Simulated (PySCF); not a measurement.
Structure from 2D NMR

Compound of formula C5H5NO3. Correlations simulated from computed shifts and couplings:

HSQC (one-bond C–H):
```tsv
δH	δC	$^{1}J$(C,H) (Hz)
8.42	163.9	213
7.02	112.1	199
3.92	52.5	153
```

COSY cross peaks (|J| ≥ 2 Hz):
```tsv
δH	δH	abs. J (Hz)	bonds
8.42	7.02	2.0	3
```

HMBC (two and three bonds, |J| ≥ 2.5 Hz):
```tsv
δH	δC [abs. J in Hz]
8.42	159.4 [6.5], 112.1 [14.3]
7.02	163.9 [12.7], 159.4 [4.6]
3.92	165.8 [4.6]
```

Carbons without hydrogens: δ 165.8, 159.4.

PySCF 2.14 calculation with shielding tensors at PBE0/pcSseg-1 (GIAO), geometry from PBE0-D3(BJ)/def2-SVP and J couplings at B3LYP/pcJ-1 (without the spin–dipole term); gas phase, single conformer, no relativistic terms, equivalent nuclei averaged.

Chemical shifts δ = σref − σ; TMS for $^{1}$H (σ = 31.27 ppm) and $^{13}$C (σ = 184.41 ppm), all at this level.

Exchangeable hydrogens are left out of these lists, and C,H couplings along chains are those of one rotamer, so weak HMBC peaks may be missing or extra.

Task: Work out the connectivity.

Result: `C1=CON=C1C(OC)=O`.

Structure with atom numbers: `[CH3:1][O:2][C:3](=[O:4])[c:5]1[cH:6][cH:7][o:8][n:9]1`. Hydrogens are named by the atom that carries them.

δC 165.8 is C3, an ester carbonyl carbon. δC 163.9 is C7, an aromatic CH next to the ring oxygen (δH 8.42). δC 159.4 is C5, a substituted aromatic carbon next to a ring nitrogen. δC 112.1 is C6, an aromatic CH (δH 7.02). δC 52.5 is C1, a methyl carbon bonded to O (δH 3.92). HMBC from δH 8.42 reaches the proton-free carbon C5. HMBC from δH 7.02 reaches the proton-free carbon C5. HMBC from δH 3.92 reaches the proton-free carbon C3. COSY links 8.42–7.02.

This is the structure that produced the data.

Unscaled 3J(H,H) at this level run about 10 % above measured values. Shifts are as computed. Against solution values, carbons near 30 ppm lie about +2 ppm off and those near 130 ppm about +5 ppm. Of 1211 compounds with measured shifts, 218 miss one by over three times the rms of a fit or turn the order of signals round; such compounds aren't used in these exercises.
